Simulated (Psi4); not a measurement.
Torsional profile of C8H8O2, SMILES Cc1ccccc1C(=O)O, singlet. Scanned: dihedral C2–C7–C8–O9; all other coordinates were relaxed at GFN2-xTB. Points at φ and −φ are mirror images.

Geometry of the scan point at -120° (Å):
```
18

C     -0.3694     2.1498     0.1670
C      0.2859     0.8147    -0.0099
C      1.6603     0.7162    -0.1802
C      2.2797    -0.5119    -0.3329
C      1.5310    -1.6757    -0.3016
C      0.1624    -1.6009    -0.1211
C     -0.4622    -0.3651     0.0034
C     -1.9347    -0.3532     0.2179
O     -2.5020    -0.9080     1.1223
O     -2.5936     0.3470    -0.7178
H     -1.0028     2.1513     1.0529
H     -0.9973     2.3770    -0.6932
H      0.3773     2.9331     0.2696
H      2.2546     1.6186    -0.1898
H      3.3502    -0.5600    -0.4678
H      2.0103    -2.6367    -0.4097
H     -0.4367    -2.4983    -0.0819
H     -3.5479     0.3228    -0.5423
```

Method: PBE-D3(BJ)/def2-SVP // GFN2-xTB (Psi4).

Scanned values (°): -150, -120, -90, -60, -30, 0, 30, 60, 90, 120, 150, 180.

**Question.** At which scan points does the profile have its minima and maxima, and how high do they lie?

**Answer.** Lower than their neighbours: 0° (0.0 kJ/mol), 180° (4.2 kJ/mol). Higher than their neighbours: -90° (25.3 kJ/mol), 90° (25.3 kJ/mol). The whole profile spans 25.3 kJ/mol.
